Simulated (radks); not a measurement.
The palladium ion Pd11+, configuration [Ar] 3d10 4s2 4p5.

Method: scalar-relativistic Kohn-Sham, SCAN, spin-polarised, spherical densities, finite nucleus; open shells are filled with parallel spins first (spin-orbit coupling, left out, can overturn this in heavy ions); meta-GGA in the generalised Kohn-Sham scheme; Fermi nuclear charge, rms radius 4.5318 fm; computed with a radial shooting solver on a logarithmic mesh with Libxc functionals.

Energy parts (eV):
| part | energy |
|---|---|
| total | -136308.305 |
| kinetic | 141441.076 |
| electron-nucleus | -321161.959 |
| Hartree | 47136.375 |
| exchange-correlation | -3723.797 |

Orbitals (lengths in bohr, moments of r in powers of bohr):
| orbital | occ. | eigenvalue (eV) | <r> | <r^4> |
|---|---|---|---|---|
| 1s up | 1 | -24447.74 | 0.03186 | 4.892e-06 |
| 1s down | 1 | -24447.40 | 0.03186 | 4.892e-06 |
| 2s up | 1 | -3784.596 | 0.1382 | 0.0008731 |
| 2s down | 1 | -3784.440 | 0.1382 | 0.0008729 |
| 2p up | 3 | -3414.166 | 0.1206 | 0.0006272 |
| 2p down | 3 | -3413.855 | 0.1206 | 0.0006271 |
| 3s up | 1 | -873.5925 | 0.3770 | 0.04046 |
| 3s down | 1 | -873.3192 | 0.3770 | 0.04040 |
| 3p up | 3 | -750.6059 | 0.3763 | 0.04339 |
| 3p down | 3 | -750.2399 | 0.3762 | 0.04329 |
| 3d up | 5 | -556.9352 | 0.3544 | 0.04167 |
| 3d down | 5 | -556.4978 | 0.3543 | 0.04149 |
| 4s up | 1 | -294.1397 | 0.8743 | 1.043 |
| 4s down | 1 | -291.7471 | 0.8751 | 1.049 |
| 4p up | 3 | -254.6853 | 0.9201 | 1.312 |
| 4p down | 2 | -252.3492 | 0.9213 | 1.322 |

The highest occupied level is 4p down at -252.35 eV. The density falls to 0.001 e/bohr^3 at r = 2.08 bohr. For comparison, the ionisation energy in NIST's Atomic Spectra Database is 260 eV (theoretical). In exact Kohn-Sham theory the highest level is minus the ionisation energy, but local and semilocal functionals leave it too shallow, through self-interaction and a potential that decays too fast; potentials with the right tail come closer. The electron density at the nucleus is 1.36e+05 e/bohr^3 (large components only). Spin moment in Bohr magnetons: 1. The spin density at the nucleus is 1.201 e/bohr^3 (1s -0.707, 2s 0.419, 3s 1.208, 4s 0.281).

Empty levels of this run are not shown, since the potential may be unsettled where no density lies.
